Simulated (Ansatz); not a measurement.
GeMeF3 (CH₃F₃Ge). Total charge 0; singlet. Geometry PBE-D4/def2-SVP.

| atom | x (Å) | y (Å) | z (Å) |
| --- | --- | --- | --- |
| C1 | 0.6067 | 0.8278 | -0.3500 |
| F2 | -2.1573 | -0.4702 | -0.1215 |
| F3 | -0.4146 | -0.8514 | 1.9983 |
| F4 | 0.0094 | -2.1749 | -0.3986 |
| Ge5 | -0.4723 | -0.6444 | 0.2725 |
| H6 | 1.6531 | 0.6719 | -0.0273 |
| H7 | 0.2178 | 1.7695 | 0.0806 |
| H8 | 0.5573 | 0.8718 | -1.4540 |

Question: Estimate the orbital energies around the gap (eV) in Ansatz with HF/STO-3G, HF/def2-TZVP, PBE-D4/def2-SVP, B97M-V/def2-TZVP, PBE0-D4/def2-TZVP.

Answer: 
```csv
orbital,HF/STO-3G,HF/def2-TZVP,PBE-D4/def2-SVP,B97M-V/def2-TZVP,PBE0-D4/def2-TZVP
HOMO−5,-11.78,-17.26,-9.60,-10.60,-12.09
HOMO−4,-11.78,-17.26,-9.60,-10.60,-12.09
HOMO−3,-11.66,-17.17,-9.20,-10.22,-11.69
HOMO−2,-10.71,-16.47,-9.20,-10.22,-11.69
HOMO−1,-10.71,-16.47,-9.00,-10.05,-11.54
HOMO,-10.07,-14.17,-8.72,-9.42,-10.54
LUMO,10.28,2.91,-1.29,-1.26,-0.48
LUMO+1,12.21,4.62,0.56,0.57,1.20
LUMO+2,12.21,4.72,0.56,0.57,1.20
LUMO+3,14.76,4.73,0.87,0.67,1.30
LUMO+4,18.87,5.16,2.10,1.89,2.48
LUMO+5,18.87,5.16,2.11,1.90,2.48
```
